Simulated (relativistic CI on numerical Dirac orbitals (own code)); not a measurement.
Ligand-field terms of d7

Computed with a parametric ligand-field model of a d^n configuration (Racah B and C, spin-orbit zeta, crystal field), exact diagonalisation.

Field parameters in Wybourne normalisation: Oh B⁴₀ = 21Dq, B⁴₄ = √(5/14) B⁴₀. The field is a parameter set, without covalency.

(1) Lowest levels for B = 680, C = 2530, ζ = 1850 cm⁻¹, Oh, 10Dq = 20700 cm⁻¹?

(2) Lowest levels for B = 500, C = 2550, ζ = 750 cm⁻¹, Oh, 10Dq = 31300 cm⁻¹?

(3) Lowest levels for B = 960, C = 4220, ζ = 620 cm⁻¹, Oh, 10Dq = 14650 cm⁻¹?

(4) Lowest levels for B = 390, C = 1370, ζ = 540 cm⁻¹, Oh, 10Dq = 36800 cm⁻¹?

(5) Lowest levels for B = 810, C = 3740, ζ = 770 cm⁻¹, Oh, 10Dq = 8350 cm⁻¹?

Answers

(1) Γ8 0 (S 0.59), Γ6 6790 (S 1.49), Γ8 7889 (S 1.48), Γ7 10086 (S 1.50), Γ8 10379 (S 1.45), Γ8 18334 (S 0.58), Γ8 20074 (S 0.56), Γ7 20352 (S 0.56), Γ6 20392 (S 0.54) cm⁻¹, with S from ⟨S²⟩ = S(S + 1). The ground level has 1.10 electrons in the cubic e pair; its S is far from a half-integer, so spin-orbit coupling mixes spin states.

(2) Γ8 0 (S 0.50), Γ6 18697 (S 1.50), Γ8 19118 (S 1.50), Γ7 19882 (S 1.50), Γ8 19898 (S 1.50), Γ8 29045 (S 0.50), Γ6 29609 (S 0.50), Γ8 29890 (S 0.50), Γ7 30168 (S 0.50) cm⁻¹, with S from ⟨S²⟩ = S(S + 1). The ground level has 1.02 electrons in the cubic e pair.

(3) Γ6 0 (S 1.50), Γ8 393 (S 1.50), Γ8 990 (S 1.48), Γ7 1147 (S 1.50), Γ8 6054 (S 0.54), Γ6 13671 (S 1.49), Γ8 13708 (S 1.49), Γ8 13778 (S 1.48), Γ7 14062 (S 1.49) cm⁻¹, with S from ⟨S²⟩ = S(S + 1). The ground level has 2.06 electrons in the cubic e pair.

(4) Γ8 0 (S 0.50), Γ6 29319 (S 1.50), Γ8 29606 (S 1.50), Γ7 30138 (S 1.50), Γ8 30141 (S 1.50), Γ8 35438 (S 0.51), Γ6 35840 (S 0.50), Γ8 35955 (S 0.50), Γ7 36072 (S 0.50) cm⁻¹, with S from ⟨S²⟩ = S(S + 1). The ground level has 1.01 electrons in the cubic e pair.

(5) Γ6 0 (S 1.50), Γ8 486 (S 1.50), Γ8 1265 (S 1.49), Γ7 1486 (S 1.50), Γ6 8085 (S 1.50), Γ8 8161 (S 1.49), Γ8 8235 (S 1.49), Γ7 8580 (S 1.49), Γ8 9863 (S 0.53) cm⁻¹, with S from ⟨S²⟩ = S(S + 1). The ground level has 2.09 electrons in the cubic e pair.
